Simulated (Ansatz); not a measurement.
`[CH3][In]([NH2])[Br]` → `[CH3]`• + `[NH2][In][Br]`• at 700 K and 1 bar (homolysis of the C–In bond).

Gas-phase electronic energies from Ansatz, PBE0-D4/def2-TZVP geometries. CCSD(T)/CBS adds triple-zeta CCSD(T) − MP2 to the extrapolated MP2 energy (def2 sets, frozen cores). This one scheme is used for every species. No spin–orbit coupling; open shells (•) take unrestricted orbitals. Elements past krypton have def2 core potentials. For Br, In outer-core shells are correlated without core-valence functions, which leaves a few kJ/mol of doubt a bond. Scalar relativity is left out up to krypton. One conformer a species, not always the lowest.

```csv
species,CCSD(T)/CBS energy (Eh),H − E (kJ/mol),S (J/(mol·K))
`[CH3][In]([NH2])[Br]`,-2858.97077,236.1,492.3
`[CH3]`•,-39.78218,106.9,232.5
`[NH2][In][Br]`•,-2819.07840,113.2,399.6
```

H − E and S are ideal-gas, rigid-rotor, harmonic terms from PBE0-D4/def2-TZVP, for one conformer and one mirror image of each species, with the whole ground term of open shells counted as degenerate. 1 Eh = 2625.50 kJ/mol, R = 8.31446 J/(mol·K).

Q: By hand: ΔE, ΔH, ΔS and ΔG.

A: ΔE = (-39.78218) + (-2819.07840) − (-2858.97077) = 0.11019 Eh = 289.3 kJ/mol. Δ(H − E) = 106.9 + 113.2 − 236.1 = -16.0, so ΔH = 273.3 kJ/mol. ΔS = 232.5 + 399.6 − 492.3 = 139.8 J/(mol·K). ΔG = 273.3 − 700 × (139.8)/1000 = 175.4 kJ/mol.

Q: By hand: the equilibrium constant, and the temperature at which ΔG would vanish if ΔH and ΔS stayed fixed.

A: log₁₀ K = −ΔG/(RT ln 10) = -13.1. ΔG = 0 at ΔH/ΔS = 1955 K.

The number of gas molecules changes by +1, which sets the sign of ΔS. A doubt of 5 kJ/mol in ΔE shifts log₁₀ K by 0.4 here. Other conformers and mirror images would add mixing entropy, several J/(mol·K) or more a flexible species. Modes under 60 cm⁻¹, often nearly free rotors, make the harmonic entropy too high. These are equilibria of isolated gas molecules and say nothing of rates. Largest T1 diagnostic: 0.016 (customary marks: 0.02 for closed shells, 0.045 for open ones).
